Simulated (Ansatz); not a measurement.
CH6N2Si can be A, `N=C[SiH2]N`, or B, `C=N[SiH2]N`.

Isolated molecules relaxed with PBE0-D4/def2-TZVP in Ansatz; ΔE leaves out vibrations. CCSD(T)/CBS is the MP2 limit (def2-TZVPP, def2-QZVPP) plus CCSD(T) − MP2 in def2-TZVPP, frozen cores. DFT in def2-TZVPP. B3LYP here is the variant with VWN-RPA as its local correlation; programs differ in this. One conformer a species, not always the lowest.

Which is lower in electronic energy at CCSD(T)/CBS, and by how much? (Estimate.)

Ansatz gave: B, by 54.9 kJ/mol.

Give E(B) − E(A) in kJ/mol with PBE-D4, B2PLYP, CCSD(T)/def2-SVP, HF/def2-TZVPP, BLYP-D4, B3LYP, LDA (SPW92). (An estimate is asked.)

Ansatz gave: PBE-D4 -49.0, B2PLYP -57.9, CCSD(T)/def2-SVP -48.3, HF/def2-TZVPP -64.3, BLYP-D4 -53.7, B3LYP -56.3, LDA (SPW92) -52.3. None reverses the order clearly.

Does the order hold for the free energy at 298.15 K (harmonic terms from PBE0-D4)? (An estimate is asked.)

Ansatz gave: Yes: G(B) − G(A) = -52.9 kJ/mol, for one conformer each.

Largest T1 diagnostic: 0.012.

From BLYP to BHLYP (50 % exact exchange), in def2-TZVPP and without D4, E(B) − E(A) moves by −6.6 kJ/mol. At CCSD(T), def2-SVP lies +6.6 kJ/mol from the extrapolated value and def2-TZVPP +0.6 kJ/mol.
